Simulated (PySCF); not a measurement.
Start geometry of para-cyanophenol, `N#Cc1ccc(O)cc1` from GFN2-xTB (Å):
```
atom  x, y, z in Å
N1     3.8619   -0.5855   -0.1449
C2     2.7049   -0.3790   -0.1051
C3     1.2975   -0.1531   -0.0545
C4     0.8538    1.1377    0.1743
C5    -0.5410    1.3427    0.2231
C6    -1.4270    0.2886    0.0639
O7    -2.7400    0.5408    0.1287
C8    -0.9117   -0.9931   -0.1625
C9     0.4318   -1.2112   -0.1933
H10    1.5053    1.9554    0.3168
H11   -0.9515    2.3307    0.4155
H12   -3.2520   -0.2673    0.0078
H13   -1.6419   -1.8145   -0.2984
H14    0.8028   -2.2073   -0.3791
```

Problem. What comes out of this run: PySCF, PBE0-D3(BJ)/def2-TZVP geometry optimisation, gas phase?

Solution. 
```
atom  x, y, z in Å
N1     3.8665   -0.5037   -0.1451
C2     2.7269   -0.3388   -0.0999
C3     1.3187   -0.1360   -0.0437
C4     0.7974    1.1408    0.1800
C5    -0.5652    1.3394    0.2347
C6    -1.4297    0.2609    0.0658
O7    -2.7532    0.5109    0.1284
C8    -0.9182   -1.0144   -0.1574
C9     0.4474   -1.2112   -0.2118
H10    1.4738    1.9762    0.3108
H11   -0.9817    2.3237    0.4074
H12   -3.2453   -0.3050   -0.0018
H13   -1.5923   -1.8549   -0.2891
H14    0.8478   -2.2021   -0.3855
```

The energy falls by 13.4 kJ/mol over 9 energy and gradient evaluations, the largest force component goes from 0.0529 to 1.0e-04 Eh/bohr, and the atoms move by 0.020 Å rms after alignment. The bond that changes most is C4–C5 (both ends aromatic CH carbon), which shortens by 0.032 Å. Bonds longer at the end by more than 0.005 Å: 6 of 14; shorter: 4. Among the angles that change most is C3–C4–H10, from 123.2° to 119.4°. Rotational constants go from 5706, 1004, 853.5 to 5680, 1001, 850.7 MHz. The orientation of the end geometry is arbitrary; only internal coordinates are fixed.

The run used 309 basis functions and 72 SCF cycles in all.

Whether it is a minimum is left open (no frequencies). The numbers are those of one conformer.
